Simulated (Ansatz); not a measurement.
A structure relaxed at PBE0-D4/def2-SVP in Ansatz, charge 1, doublet:

```xyz
10

Li    1.2019   -2.4949    1.7784
Li   -3.2361    0.1899   -0.1626
Li    1.1003    0.8266    2.2785
Li    1.6479    0.7383   -2.6986
Li   -0.5103   -2.1808   -1.4429
Al    1.4738   -0.5720   -0.1908
Al    1.1163    2.0223   -0.2054
Al   -1.1396    1.7666    0.9790
Al   -0.8854   -0.8391    1.0254
Al   -0.7687    0.5432   -1.3609
```

Give its formula and point group.

the cluster Li₅Al₅⁺. Point group Cs (tolerance 0.1 Å).

Summarise the bond lengths by kind (pairs closer than 1.2 times the sum of covalent radii, bridged metal pairs left out).

15 × Al–Li 2.74 to 2.88 Å; 8 × Al–Al 2.56 to 2.76 Å.

Another isomer (doublet) lies 0.21 eV lower at PBE0-D4/def2-TZVP; other spin states weren't run for this one.
